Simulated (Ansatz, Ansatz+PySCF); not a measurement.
```yaml
atoms:
  - { symbol: H, position_ang: [0.0000, 0.0000, -1.3109] }
  - { symbol: Cl, position_ang: [0.0000, 0.0000, 0.0771] }
```

Basis set: def2-SVP (spherical functions). Correlated methods keep 5 orbitals frozen. Charge 0, multiplicity 1.

Computed with Ansatz (development build ahead of 0.2.0); each method stands on the lowest determinant of its kind that the runs found. Restricted open shells among the atoms or ions are ROHF, correlated in semicanonical orbitals with singles.

The atomization energy at this shape (free ground-state atoms in the same class of orbitals less the molecule, no zero-point energy) of singlet HCl:

```
 method  atomization energy
RHF-MP2      93.16 kcal/mol
    RHF      72.93 kcal/mol
    UHF      70.48 kcal/mol
```

Task: What does RHF-CCSD(T) give?

Result: 94.75 kcal/mol. Caution: the shape is not the minimum.
